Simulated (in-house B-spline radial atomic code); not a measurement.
Orbital energies and mean radii along the 23-electron series, configuration 1s2 2s2 2p6 3s2 3p6 3d3/2(4) 3d5/2(1). The effective charge is n√(-2ε), a non-relativistic measure. Computed with a radial B-spline atomic code at the basis-set limit: Dirac-Hartree-Fock, jj configuration that fills j = l - 1/2 first, finite nuclei.

```tsv
ion	Z	energy of 3d3/2 (Eh)	mean radius of 3d3/2 (bohr)	energy of 3d5/2 (Eh)	mean radius of 3d5/2 (bohr)	effective charge of 3d3/2
Ag24+	47	-45.461	0.30939	-45.071	0.31232	28.606
Cd25+	48	-48.79	0.3001	-48.363	0.30304	29.635
In26+	49	-52.233	0.29134	-51.767	0.29431	30.663
Sn27+	50	-55.79	0.28309	-55.281	0.28608	31.69
Sb28+	51	-59.463	0.27528	-58.908	0.2783	32.716
Te29+	52	-63.249	0.26789	-62.645	0.27094	33.742
I30+	53	-67.151	0.26088	-66.494	0.26397	34.767
Xe31+	54	-71.168	0.25423	-70.454	0.25735	35.791
Cs32+	55	-75.3	0.2479	-74.526	0.25105	36.816
Ba33+	56	-79.547	0.24188	-78.708	0.24506	37.84
La34+	57	-83.911	0.23613	-83.003	0.23935	38.864
Ce35+	58	-88.39	0.23064	-87.408	0.23391	39.887
Pr36+	59	-92.985	0.2254	-91.925	0.2287	40.911
Nd37+	60	-97.696	0.22039	-96.554	0.22372	41.935
Pm38+	61	-102.52	0.21558	-101.29	0.21896	42.958
```

**Question.** How does the screening of 3d3/2 change?

**Answer.** Z less the effective charge goes from 18.39 at Z = 47 to 18.04 at Z = 61.
